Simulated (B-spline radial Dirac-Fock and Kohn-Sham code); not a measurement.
X-ray form factors of holmium in several charge states

Method: Dirac-Fock orbitals of the configuration average with a finite nucleus. Computed with a radial finite-basis atomic code.

Configurations: Ho⁴³⁺ [Ar] 3d6; Ho⁴⁴⁺ [Ar] 3d5; Ho⁴⁵⁺ [Ar] 3d4; Ho⁴⁶⁺ [Ar] 3d3. The first column is f₀ of Ho⁴³⁺, the others are differences from it.

```csv
s (Å⁻¹),Ho⁴³⁺,Δ Ho⁴⁴⁺,Δ Ho⁴⁵⁺,Δ Ho⁴⁶⁺
0,24.000,-1.000,-2.000,-3.000
0.05,23.986,-0.999,-1.998,-2.997
0.1,23.944,-0.996,-1.992,-2.989
0.15,23.874,-0.991,-1.983,-2.974
0.2,23.777,-0.984,-1.969,-2.955
0.25,23.652,-0.976,-1.952,-2.930
0.3,23.502,-0.965,-1.932,-2.899
0.35,23.325,-0.953,-1.908,-2.864
0.4,23.124,-0.939,-1.880,-2.823
0.45,22.899,-0.924,-1.850,-2.778
0.5,22.651,-0.907,-1.816,-2.729
0.6,22.092,-0.868,-1.741,-2.617
0.7,21.456,-0.825,-1.656,-2.491
0.8,20.755,-0.778,-1.563,-2.354
0.9,20.001,-0.728,-1.464,-2.207
1,19.205,-0.676,-1.361,-2.054
1.1,18.380,-0.623,-1.255,-1.898
1.2,17.537,-0.569,-1.149,-1.740
1.4,15.843,-0.464,-0.941,-1.429
1.6,14.201,-0.367,-0.746,-1.137
```
